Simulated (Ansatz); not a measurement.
Job for Ansatz (a quantum-chemistry and plane-wave program): R-CCSD(T)/def2-SVP on Cl2H2O2Ti (SMILES [OH][Ti]([OH])([Cl])[Cl]), 2S+1 = 1, a spin state set in the input, which need not be the lowest.

Ansatz 0.2 input:
```yaml
crystal:
  periodic: [false, false, false]
  atoms:
    - {symbol: Ti, position_ang: [0.29873672, 0.09210496, 0.14883717]}
    - {symbol: Cl, position_ang: [2.12602964, 0.69366632, -0.94374752]}
    - {symbol: Cl, position_ang: [0.87060640, -0.61503274, 2.16567043]}
    - {symbol: O, position_ang: [-0.49705827, -1.22591375, -0.72739118]}
    - {symbol: H, position_ang: [-0.35603378, -2.12006001, -1.04845367]}
    - {symbol: O, position_ang: [-0.82156951, 1.47055037, 0.27668945]}
    - {symbol: H, position_ang: [-1.72261914, 1.62898132, -0.02079294]}
basis:
  gaussian:
    orbitals: def2-SVP
magnetization: {spin_polarized: false}
correlation: {method: ccsd_t, electrons: valence}
```

The head of its log:

```
WARN ansatz: RAYON_NUM_THREADS=8 ignored (pool sized by the plan → 8); use --threads N
Functional definition: HF
integrals: 0.14 GiB planned
1028 factors; integrals over basis functions are off by at most 1.0e-3 eV
mean field: 0.57 GiB planned
mean field evaluation 1: about -52182.4202 eV, gradient 6.2e1 eV
mean field evaluation 2: about -52182.5115 eV, gradient 6.2e1 eV
mean field evaluation 4: about -52191.1932 eV, gradient 6.1e0 eV
mean field evaluation 8: about -52191.3210 eV, gradient 7.8e-1 eV
mean field evaluation 16: about -52191.3242 eV, gradient 1.6e-6 eV
mean field -52191.32423283 eV, -1917.9957890065 hartree, gradient 1.6e-6 eV, S^2 0.000000; 0 other end points of the search recorded, 0 dependent functions left out
17 core orbitals not correlated
reference -52191.32423283 eV, -1917.9957890065 hartree; 20, 20 occupied and 68, 68 virtual orbitals, 1028 factors
```

Problem. Predict the final total energy.

Solution. -1919.0156 hartree (reference determinant -1917.9958, T1 diagnostic 0.022).
